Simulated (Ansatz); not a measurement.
C$_{2}$H$_{3}$BO$_{2}$, relaxed with RKS PBE0-D4/def2-TZVP in Ansatz 0.2.0 from a PBE-D4/def2-SVP geometry. The force threshold is 0.005 eV/Å; the program also tests the step.

Charge 0, multiplicity 1. The bonds changed during the relaxation, so this is another structure than the one it started from.

Start:

```xyz
8

O     2.205   -0.674    0.208
C     1.029   -0.423    0.017
B    -0.457   -0.735    0.336
C     0.180    0.785    0.079
O    -1.033    0.338   -0.667
H    -1.222   -1.239    1.114
H     0.092    1.793    0.512
H    -0.793    0.155   -1.600
```

(1) How much energy does the relaxation release, and in how many steps? (Estimate.)

(2) Which bonds change most? (Best estimate.)

(3) Give the relaxed structure. (Estimate.)

Results:

(1) Ansatz gave: 0.05 eV, in 6 steps.

(2) The calculation gave: C2–C4 from 1.478 to 1.455 Å; B3–H6 from 1.203 to 1.182 Å; C4–H7 from 1.101 to 1.081 Å; B3–O5 from 1.578 to 1.559 Å.

(3) Ansatz gave: 
```xyz
8

O     2.177   -0.659    0.200
C     1.012   -0.413    0.029
B    -0.456   -0.729    0.343
C     0.175    0.776    0.091
O    -1.017    0.326   -0.657
H    -1.213   -1.244    1.091
H     0.110    1.780    0.483
H    -0.788    0.163   -1.581
```
